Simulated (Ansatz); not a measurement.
Calculated with Ansatz (gas phase, PBE0-D4/def2-TZVP geometries, no zero-point term in ΔE). CCSD(T)/CBS adds triple-zeta CCSD(T) − MP2 to the extrapolated MP2 energy (def2 sets, frozen cores). DFT in def2-TZVPP. B3LYP here is the variant with VWN-RPA as its local correlation; programs differ in this. One conformer a species, not always the lowest.

Reaction (isomerisation): `O=C[SiH2]CS` → `COC([SiH3])=S`

`O=C[SiH2]CS`:

Cartesian coordinates in Å:
```
O -0.720 1.248 -1.627
C 0.432 0.993 -1.370
Si 0.940 -0.276 -0.013
C -0.594 -0.931 0.830
S -1.509 0.418 1.631
H 1.239 1.495 -1.956
H 1.844 0.404 0.950
H 1.708 -1.339 -0.726
H -1.241 -1.484 0.147
H -0.310 -1.616 1.633
H -1.789 1.090 0.502
```

`COC([SiH3])=S`:

Z-matrix (Å, degrees):
```
C
O 1 1.424
H 1 1.092 2 111.0
H 1 1.088 2 105.7 3 -118.8
H 1 1.092 2 111.0 3 122.4
C 2 1.325 1 119.3 3 -61.1
S 6 1.625 2 120.5 1 179.9
Si 6 1.908 2 126.8 1 0.0
H 8 1.480 6 107.1 2 -120.7
H 8 1.491 6 114.3 2 -0.6
H 8 1.480 6 107.1 2 119.6
```

Task: Is it downhill or uphill in electronic energy at CCSD(T)/CBS, and by how much? (An estimate is asked.)

Result: Computed: Uphill: ΔE = +44.9 kJ/mol.

Task: What do these levels give: PBE-D4, r2SCAN-D4, B3LYP-D4, ωB97X-V, r2SCAN, PBE0, B3LYP, MP2/def2-TZVPP, CCSD/def2-TZVPP, CCSD(T)/def2-TZVPP, HF/def2-QZVPP, HF/CBS(def2)? (Best estimate.)

Result: The calculation gave: PBE-D4 33.2, r2SCAN-D4 32.5, B3LYP-D4 38.8, ωB97X-V 49.0, r2SCAN 32.5, PBE0 40.3, B3LYP 38.1, MP2/def2-TZVPP 40.8, CCSD/def2-TZVPP 50.8, CCSD(T)/def2-TZVPP 43.7, HF/def2-QZVPP 57.6, HF/CBS(def2) 57.6 kJ/mol.

Largest T1 diagnostic among the species: 0.017.

In def2-TZVPP, CCSD(T) changes the Hartree–Fock value by −14.2 kJ/mol (the triples alone add −7.1 kJ/mol) and MP2 by −17.1 kJ/mol. From PBE to PBE0 (25 % exact exchange), in def2-TZVPP and without D4, ΔE moves by +7.5 kJ/mol.
